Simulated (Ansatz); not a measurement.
Cost and result for the atomization energy of CH6FNSi2 (11 atoms, 11 bonds).

```tsv
atom	x (Å)	y (Å)	z (Å)
N1	0.976	-1.308	0.620
Si2	0.748	0.117	-0.288
C3	-0.529	1.257	0.368
Si4	-1.749	0.617	-0.995
F5	-2.116	-0.804	-0.255
H6	0.159	-1.742	1.023
H7	1.630	-2.003	0.297
H8	2.043	0.658	-0.756
H9	-0.287	2.313	0.242
H10	-0.853	1.055	1.389
H11	-0.023	-0.159	-1.645
```

Total charge 0; spin multiplicity 1. The bonds changed during the relaxation, so this is another structure than the one it started from. Geometry: relaxed with PBE0-D4/def2-TZVP. It is one conformer, not always the lowest. Program: Ansatz. All runs use 4 threads of an Arm Neoverse V1 on a shared host. Times are those of one run each, without the atoms' runs, and a repeat can differ threefold. Electronic energies, without spin–orbit coupling; frozen cores. CCSD(T)/CBS adds CCSD(T) − MP2 in def2-TZVPP to the MP2 limit, and its time is that of the two runs behind it. T1 = 0.013. B3LYP takes the VWN-RPA correlation (the form of Gaussian; ORCA's B3LYP/G).

CCSD(T)/CBS is a level of theory with its own doubt, some kJ/mol a heavy atom from the limit and from the frozen cores, so smaller differences don't rank the functionals.

| level | functions | wall time | atomization (kcal/mol) | difference from CCSD(T)/CBS | per bond |
| --- | --- | --- | --- | --- | --- |
| PBE-D4/def2-TZVPP (with forces) | 261 | 2.6 s | 946.3 | 12.0 | 1.1 |
| PBE0-D4/def2-TZVPP | 261 | 3.3 s | 929.5 | -4.8 | -0.4 |
| B3LYP-D4/def2-TZVPP (with forces) | 261 | 5 s | 933.3 | -1.0 | -0.1 |
| r2SCAN-D4/def2-TZVPP (with forces) | 261 | 5.5 s | 932.6 | -1.7 | -0.2 |
| B2PLYP/def2-TZVPP | 261 | 6.5 s | 921.0 | -13.3 | -1.2 |
| ωB97X-V/def2-TZVPP | 261 | 8.5 s | 938.2 | 3.9 | 0.4 |
| ωB97M-V/def2-TZVPP (with forces) | 261 | 12 s | 939.6 | 5.3 | 0.5 |
| MP2/def2-QZVPP | 491 | 27 s | 935.3 | 1.0 | 0.1 |
| CCSD(T)/def2-TZVPP | 261 | 2.6 min | 905.3 | -29.0 | -2.6 |
| CCSD(T)/CBS(def2) | – | 3 min | 934.3 | 0.0 | 0.0 |

From PBE to PBE0 (25 % exact exchange), in def2-TZVPP and without D4, the atomization energy moves by −15.8 kcal/mol: exact exchange takes away binding that semilocal exchange gives to molecules. In def2-TZVPP, CCSD(T) changes the Hartree–Fock value by +238.3 kcal/mol (the triples alone add +13.9 kcal/mol) and MP2 by +250.8 kcal/mol; breaking electron pairs costs correlation energy, which Hartree–Fock lacks. The D4 term adds +10.5 kcal/mol with B3LYP and +5.5 kcal/mol with PBE0; it sums over pairs of atoms, weighted by their polarisabilities, and B3LYP, whose exchange is more repulsive, gets the larger term.
